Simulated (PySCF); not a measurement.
# Correlation energy of Mn²⁺ (manganese, charge +2)

[Ar] 3d4 4s1, high-spin 6D determinant (an excited configuration). Calculation: PySCF 2.14, in x2c-QZVPPall with one added diffuse shell each of s, p, d, f, g type (12s8p6d5f3g, 128 functions); the spin-free X2C one-electron Hamiltonian (Gaussian nucleus). Frozen: [Ne]; 13 electrons correlated.

MP2 pair energies summed by pair of shells (mhartree):

| pair | energy | share (%) |
| --- | --- | --- |
| 3p-3d | -143.24 | 38.7 |
| 3p-3p | -90.41 | 24.4 |
| 3d-3d | -41.72 | 11.3 |
| 3s-3p | -33.95 | 9.2 |
| 3s-3d | -26.21 | 7.1 |
| 3p-4s | -15.77 | 4.3 |
| 3d-4s | -12.39 | 3.3 |
| 3s-3s | -5.45 | 1.5 |
| 3s-4s | -1.26 | 0.3 |

Total MP2 correlation energy: -370.38 mhartree.

Same-spin part -128.24 and opposite-spin part -242.15 mhartree; SCS-MP2 scales them by 1/3 and 6/5 to -333.32 mhartree.

This basis was not built for core-valence correlation, so the inner-shell part is incomplete.
